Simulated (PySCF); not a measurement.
**Static response to an electric field**

C7H7N.
Numbering: `[N:1]#[C:2][C@@:3]12[CH:4]=[CH:5][CH2:6][C@@H:7]1[CH2:8]2` (hydrogens: H9 on C4; H10 on C5; H11, H12 on C6; H13 on C7; H14, H15 on C8)

Structure used (GFN2-xTB), in Å, numbered top down from 1:
```
atom  x, y, z in Å
N1    -2.4033    1.4604    1.9164
C2    -1.6446    1.0283    1.1744
C3    -0.7065    0.4962    0.2588
C4     0.4609    1.3106   -0.1752
C5     1.5292    0.5478   -0.3603
C6     1.2821   -0.8957   -0.0221
C7    -0.1934   -0.9394    0.3238
C8    -1.1519   -0.5498   -0.7488
H9     0.3899    2.3749   -0.3121
H10    2.4904    0.8841   -0.7080
H11    1.9007   -1.2038    0.8249
H12    1.5230   -1.5511   -0.8622
H13   -0.5233   -1.6107    1.1025
H14   -0.7884   -0.4387   -1.7599
H15   -2.1693   -0.9051   -0.6742
```

Level: PBE0/def2-SVPD (PySCF), static field, nuclei fixed, core orbitals frozen in the response. The polarisability tensor in these axes (au):

```
x    88.14  -9.62 -10.91
y    -9.62  76.13   6.80
z   -10.91   6.80  68.99
```

Problem. Give the principal values, the mean and the anisotropy Δα = √{½[(α1 − α2)² + (α2 − α3)² + (α1 − α3)²]}.

Solution. Principal values 63.44, 70.84 and 98.97 au; mean 77.75 au = 11.52 Å³ = 12.82 × 10⁻⁴⁰ C²·m²/J; Δα = 32.47 au (42 % of the mean).

Problem. What is the dipole moment, and where does it point?

Solution. (3.02, -2.27, -2.73) D, 4.65 D in size, pointing from the negative to the positive side. Measured along this direction, the outermost atoms are N1 at the negative end and H12 at the positive end.

Problem. Rayleigh depolarisation ratio (linearly polarised light, static tensor)?

Solution. ρ = 3Δα²/(45ᾱ² + 4Δα²) = 3163.2/(272037 + 4217.6) = 0.0115.

Problem. Refractivity n − 1 of an ideal gas of it at 350 K and 1 atm, from the electronic α?

Solution. N = p/kT = 2.0968 × 10¹⁹ cm⁻³, so n − 1 = 2π × N × 11.52 × 10⁻²⁴ cm³ = 1518 × 10⁻⁶ at long wavelengths.

Problem. Molar refractivity from α?

Solution. Lorentz–Lorenz: R = (4π/3)N_A α = 2.5225 cm³/(mol·Å³) × 11.52 Å³ = 29.1 cm³/mol, in the limit of long wavelengths.

Problem. How large is μ²/3kT at 298 K beside α?

Solution. In Gaussian units μ²/3kT = 175.50 Å³ against 11.52 Å³, a ratio of 15.23; the Debye molar polarisation (4π/3)N_A(α + μ²/3kT) is 471.8 cm³/mol, leaving out the vibrational part.

Isolated species at its GFN2-xTB geometry, gas phase.
